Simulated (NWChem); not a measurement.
System: BAsH3F; SMILES FB[AsH2]

NWChem printed, in part:

```
             Northwest Computational Chemistry Package (NWChem) 7.3.0
             --------------------------------------------------------

 C1  symmetry detected

                             Geometry "geometry" -> ""
                             -------------------------

 Output coordinates in angstroms (scale by  1.889725989 to convert to a.u.)

  No.       Tag          Charge          X              Y              Z
 ---- ---------------- ---------- -------------- -------------- --------------
    1 B                    5.0000    -0.57617762     1.17276842    -0.00185984
    2 As                  33.0000     0.05072002    -0.75637135    -0.05010889
    3 H                    1.0000    -0.95445455    -1.22096239     0.98964525
    4 H                    1.0000     1.19758080    -0.57418072     0.92960900
    5 F                    9.0000     0.30162892     2.15850309    -0.02219177
    6 H                    1.0000    -1.75065914     1.46502773    -0.05663592

 Effective nuclear repulsion energy (a.u.)     153.6720466200

                                 NWChem DFT Module
                                 -----------------

 Summary of "ao basis" -> "ao basis" (spherical)
 ------------------------------------------------------------------------------
       Tag                 Description            Shells   Functions and Types
 ---------------- ------------------------------  ------  ---------------------
 B                          def2-svp                 6       14   3s2p1d
 As                         def2-svp                12       32   5s4p3d
 H                          def2-svp                 3        5   2s1p
 F                          def2-svp                 6       14   3s2p1d

            General Information
            -------------------
          SCF calculation type: DFT
          Wavefunction type:  closed shell.
          No. of atoms     :     6
          No. of electrons :    50
           Alpha electrons :    25
            Beta electrons :    25
          Charge           :     0
          Spin multiplicity:     1
          Use of symmetry is: off; symmetry adaption is: off
          Maximum number of iterations: 150
          AO basis - number of functions:    75
                     number of shells:    33
          Convergence on energy requested:  1.00D-06
          Convergence on density requested:  1.00D-05
          Convergence on gradient requested:  5.00D-04

              XC Information
              --------------
                         B3LYP Method XC Potential
                     Hartree-Fock (Exact) Exchange  0.200
                        Slater Exchange Functional  0.800 local
                    Becke 1988 Exchange Functional  0.720 non-local
              Lee-Yang-Parr Correlation Functional  0.810
                  VWN I RPA Correlation Functional  0.190 local

             Grid Information
             ----------------
          Grid used for XC integration:  medium
          Radial quadrature: Mura-Knowles
          Angular quadrature: Lebedev.
          Tag              B.-S. Rad. Rad. Pts. Rad. Cut. Ang. Pts.
          ---              ---------- --------- --------- ---------
          B                   0.85       49           8.0       434
          As                  1.15      112           9.0       590
          H                   0.35       45          10.0       434
          F                   0.50       49          10.0       434
          Grid pruning is: on
          Number of quadrature shells:   345
          Spatial weights used:  Erf1

      Superposition of Atomic Density Guess
      -------------------------------------

 Sum of atomic energies:       -2359.15396983

      Non-variational initial energy
      ------------------------------

 Total energy =   -2359.963514
 1-e energy   =   -3592.903328
 2-e energy   =    1079.267767
 HOMO         =      -0.275688
 LUMO         =       0.011374

   convergence    iter        energy       DeltaE   RMS-Dens  Diis-err
 ---------------- ----- ----------------- --------- --------- ---------
 d= 0,ls=0.0,diis     1  -2362.0224844216 -2.52D+03  1.50D-02  4.58D-01
 d= 0,ls=0.0,diis     2  -2362.0011066113  2.14D-02  7.91D-03  8.99D-01
 d= 0,ls=0.0,diis     3  -2362.0799714577 -7.89D-02  1.65D-03  2.56D-02
 d= 0,ls=0.0,diis     4  -2362.0817632801 -1.79D-03  6.10D-04  2.31D-03
 d= 0,ls=0.0,diis     5  -2362.0819675805 -2.04D-04  2.36D-04  2.02D-04
  Resetting Diis
 d= 0,ls=0.0,diis     6  -2362.0820008664 -3.33D-05  2.25D-05  1.38D-06
 d= 0,ls=0.0,diis     7  -2362.0820010753 -2.09D-07  8.15D-06  1.40D-07

[...]

                                NWChem TDDFT Module
                                -------------------

            General Information
            -------------------
           No. of orbitals :     150
            Alpha orbitals :      75
             Beta orbitals :      75
        Alpha frozen cores :       0
         Beta frozen cores :       0
     Alpha frozen virtuals :       0
      Beta frozen virtuals :       0
         Spin multiplicity :       1
    Number of AO functions :      75
        Use of symmetry is : off
      Symmetry adaption is : off
         Schwarz screening :  0.10D-07

              XC Information
              --------------
                  B3LYP Method XC Potential
              Hartree-Fock (Exact) Exchange   0.20
                 Slater Exchange Functional   0.80 local
             Becke 1988 Exchange Functional   0.72 non-local
       Lee-Yang-Parr Correlation Functional   0.81
           VWN I RPA Correlation Functional   0.19 local

             TDDFT Information
             -----------------
          Calculation type : Tamm-Dancoff TDDFT
         Wavefunction type : Restricted singlets
          No. of electrons :      50
           Alpha electrons :      25
            Beta electrons :      25
              No. of roots :       6
          Max subspacesize :    5200
            Max iterations :     100
               Target root :       1
           Target symmetry : none
      Symmetry restriction : off
                 Algorithm : Optimal
        Davidson threshold :  0.10D-03

    6 smallest eigenvalue differences (eV)
--------------------------------------------------------
  No. Spin  Occ  Vir  Irrep   E(Occ)    E(Vir)   E(Diff)
--------------------------------------------------------
    1    1   25   26 a        -0.265    -0.049     5.889
    2    1   24   26 a        -0.322    -0.049     7.417
    3    1   25   27 a        -0.265     0.017     7.674
    4    1   25   28 a        -0.265     0.040     8.299
    5    1   23   26 a        -0.373    -0.049     8.812
    6    1   24   27 a        -0.322     0.017     9.202
--------------------------------------------------------

  Entering Davidson iterations
  Restricted singlet excited states

  Iter   NTrls   NConv    DeltaV     DeltaE      Time
  ----  ------  ------  ---------  ---------  ---------
    1      6       0     0.11E+00   0.10+100        3.6
    2     12       0     0.22E-01   0.31E-01        3.6
    3     18       0     0.98E-02   0.11E-02        3.5
    4     24       0     0.24E-02   0.99E-04        3.5
    5     30       5     0.95E-03   0.10E-04        3.5
    6     31       5     0.29E-03   0.14E-05        2.7
    7     32       5     0.12E-03   0.12E-06        2.6
    8     33       6     0.64E-04   0.35E-07        2.6
  ----  ------  ------  ---------  ---------  ---------
  Convergence criterion met

  Ground state a       -2362.082001075338 a.u.

  ----------------------------------------------------------------------------
  Root   1 singlet a              0.183690456 a.u.                4.9985 eV
  ----------------------------------------------------------------------------
     Transition Moments    X -0.19349   Y  0.58458   Z  0.10571
     Dipole Oscillator Strength                    0.0478016550
     Electric Quadrupole                           0.0000000191
     Magnetic Dipole                               0.0000015225
     Total Oscillator Strength                     0.0478031967

     Occ.   22  a   ---  Virt.   26  a        0.05194
     Occ.   24  a   ---  Virt.   26  a        0.29834
     Occ.   24  a   ---  Virt.   28  a        0.08541
     Occ.   24  a   ---  Virt.   29  a        0.05793
     Occ.   25  a   ---  Virt.   26  a        0.93523
     Occ.   25  a   ---  Virt.   29  a        0.10651
  ----------------------------------------------------------------------------
  Root   2 singlet a              0.232698423 a.u.                6.3320 eV
  ----------------------------------------------------------------------------
     Transition Moments    X  0.21546   Y -0.55661   Z  0.08644
     Dipole Oscillator Strength                    0.0564237574
     Electric Quadrupole                           0.0000000495
     Magnetic Dipole                               0.0000012546
     Total Oscillator Strength                     0.0564250615

     Occ.   23  a   ---  Virt.   27  a       -0.05665
     Occ.   24  a   ---  Virt.   26  a        0.93444
     Occ.   24  a   ---  Virt.   29  a       -0.06098
     Occ.   25  a   ---  Virt.   26  a       -0.26909
     Occ.   25  a   ---  Virt.   27  a        0.07625
     Occ.   25  a   ---  Virt.   29  a       -0.16419
  ----------------------------------------------------------------------------
  Root   3 singlet a              0.244238490 a.u.                6.6461 eV
  ----------------------------------------------------------------------------
     Transition Moments    X -0.26331   Y -0.27373   Z  0.10878
     Dipole Oscillator Strength                    0.0254158125
     Electric Quadrupole                           0.0000002251
     Magnetic Dipole                               0.0000004950
     Total Oscillator Strength                     0.0254165326

[...]
```

Level: B3LYP/def2-SVP, TDA. The geometry was optimised at PBE0/def2-SVP. B3LYP is NWChem's, with the RPA form of VWN correlation.

Task: Write an input that gives this output.

Result: Several could match; the one computed here: the input that was run:
```
start job
memory heap 200 mb stack 900 mb global 1100 mb
geometry units angstroms noautoz
  B     -0.571698     1.184687    -0.000114
  As     0.045935    -0.747894    -0.023968
  H     -0.978454    -1.199692     1.002587
  H      1.177585    -0.564233     0.973011
  F      0.311401     2.165805    -0.013312
  H     -1.743605     1.482451    -0.076228
end
basis spherical
  * library def2-svp
end
dft
  xc b3lyp
  iterations 150
end
tddft
  cis
  nroots 6
  notriplet
end
task tddft energy
```
